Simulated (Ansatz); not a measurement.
This geometry of AsH5OSi (8 atoms, charge 0, multiplicity 1) is a first-order saddle point.

Method: RKS PBE0-D4/def2-SVP in Ansatz.

```xyz
8
Properties=species:S:1:pos:R:3
O -0.851 0.482 -1.694
As -0.851 1.021 0.041
Si 0.572 -0.742 0.818
H -1.748 0.616 -2.023
H 0.316 2.006 -0.072
H 1.957 -0.268 1.122
H 0.607 -1.779 -0.255
H -0.003 -1.336 2.064
```

(1) Which two structures does it join? (They come from a converged band through this point; their orientation in space is the band's.)

(2) How far does it lie above each of them?

## Answers

(1) No bond is made or broken. The dihedral O1–As2–Si3–H6 goes from 165 to 46°. The two ends are copies of one structure, up to a mirror image or an exchange of like atoms.

Initial state:

```xyz
8
Properties=species:S:1:pos:R:3
O -1.225 0.328 -1.447
As -0.510 1.234 -0.040
Si 0.607 -0.684 0.806
H -2.127 0.650 -1.564
H 0.756 1.721 -0.752
H 1.624 -0.250 1.815
H 1.275 -1.440 -0.294
H -0.400 -1.561 1.475
```

Final state:

```xyz
8
Properties=species:S:1:pos:R:3
O -0.493 0.744 -1.707
As -1.118 0.731 0.001
Si 0.547 -0.789 0.752
H -1.262 0.730 -2.289
H -0.321 1.940 0.502
H 1.895 -0.397 0.246
H 0.200 -2.151 0.248
H 0.552 -0.808 2.248
```

(2) 0.079 eV above the first and 0.079 eV above the second. This is the barrier of this one path; another mechanism may lie lower.

Run time: 62 s on 1 thread of AMD EPYC 9R45 96-Core Processor (Zen 5) (shared host), peak memory 0.23 GiB.
